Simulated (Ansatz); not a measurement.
Cost and result for the atomization energy of CH$_{5}$BO$_{2}$Si, SMILES `O=C([SiH3])BO` (10 atoms, 9 bonds).

Z-matrix (Å, degrees):
```
Si
C 1 1.928
H 1 1.488 2 107.9
H 1 1.488 2 107.8 3 -116.8
H 1 1.482 2 110.6 3 121.6
B 2 1.629 1 124.1 3 58.1
O 2 1.222 1 120.6 3 -121.9
O 6 1.334 2 114.0 1 179.9
H 6 1.195 2 125.6 1 -0.1
H 8 0.974 6 108.5 2 0.0
```

Total charge 0; spin multiplicity 1. Geometry: relaxed with PBE0-D4/def2-TZVP. It is one conformer, not always the lowest. Program: Ansatz. All runs use 4 threads of an Arm Neoverse V2 on a shared host. Times are those of one run each, without the atoms' runs, and a repeat can differ threefold. Electronic energies, without spin–orbit coupling; frozen cores. CCSD(T)/CBS adds CCSD(T) − MP2 in def2-TZVPP to the MP2 limit, and its time is that of the two runs behind it. T1 = 0.016. B3LYP takes the VWN-RPA correlation (the form of Gaussian; ORCA's B3LYP/G).

CCSD(T)/CBS is a level of theory with its own doubt, some kJ/mol a heavy atom from the limit and from the frozen cores, so smaller differences don't rank the functionals.

| level | functions | wall time |
| --- | --- | --- |
| PBE-D4/def2-TZVPP (with forces) | 236 | 1.8 s |
| PBE0-D4/def2-TZVPP | 236 | 1.9 s |
| B3LYP-D4/def2-TZVPP (with forces) | 236 | 2.9 s |
| r2SCAN-D4/def2-TZVPP (with forces) | 236 | 3.3 s |
| B2PLYP/def2-TZVPP | 236 | 3.6 s |
| ωB97X-V/def2-TZVPP | 236 | 5.5 s |
| ωB97M-V/def2-TZVPP (with forces) | 236 | 7.5 s |
| MP2/def2-QZVPP | 448 | 14 s |
| CCSD(T)/def2-TZVPP | 236 | 76 s |
| CCSD(T)/CBS(def2) | – | 90 s |

**Question.** What atomization energy does each give, and how far from CCSD(T)/CBS? (Estimate.)

**Answer.** Ansatz gave: 
```json
{"level": "PBE-D4/def2-TZVPP (with forces)", "atomization (kJ/mol)": "3861.8", "difference from CCSD(T)/CBS": "88.6", "per bond": "9.9"}
{"level": "PBE0-D4/def2-TZVPP", "atomization (kJ/mol)": "3766.1", "difference from CCSD(T)/CBS": "-7.1", "per bond": "-0.8"}
{"level": "B3LYP-D4/def2-TZVPP (with forces)", "atomization (kJ/mol)": "3779.9", "difference from CCSD(T)/CBS": "6.7", "per bond": "0.7"}
{"level": "r2SCAN-D4/def2-TZVPP (with forces)", "atomization (kJ/mol)": "3793.7", "difference from CCSD(T)/CBS": "20.5", "per bond": "2.3"}
{"level": "B2PLYP/def2-TZVPP", "atomization (kJ/mol)": "3743.6", "difference from CCSD(T)/CBS": "-29.6", "per bond": "-3.3"}
{"level": "ωB97X-V/def2-TZVPP", "atomization (kJ/mol)": "3790.6", "difference from CCSD(T)/CBS": "17.4", "per bond": "1.9"}
{"level": "ωB97M-V/def2-TZVPP (with forces)", "atomization (kJ/mol)": "3793.5", "difference from CCSD(T)/CBS": "20.3", "per bond": "2.3"}
{"level": "MP2/def2-QZVPP", "atomization (kJ/mol)": "3815.9", "difference from CCSD(T)/CBS": "42.7", "per bond": "4.7"}
{"level": "CCSD(T)/def2-TZVPP", "atomization (kJ/mol)": "3671.9", "difference from CCSD(T)/CBS": "-101.3", "per bond": "-11.2"}
{"level": "CCSD(T)/CBS(def2)", "atomization (kJ/mol)": "3773.2", "difference from CCSD(T)/CBS": "0.0", "per bond": "0.0"}
```

The D4 term adds +29.6 kJ/mol with B3LYP and +15.5 kJ/mol with PBE0; it sums over pairs of atoms, weighted by their polarisabilities, and B3LYP, whose exchange is more repulsive, gets the larger term. In def2-TZVPP, CCSD(T) changes the Hartree–Fock value by +954.0 kJ/mol (the triples alone add +64.7 kJ/mol) and MP2 by +1037.8 kJ/mol; breaking electron pairs costs correlation energy, which Hartree–Fock lacks. From PBE to PBE0 (25 % exact exchange), in def2-TZVPP and without D4, the atomization energy moves by −92.8 kJ/mol: exact exchange takes away binding that semilocal exchange gives to molecules.
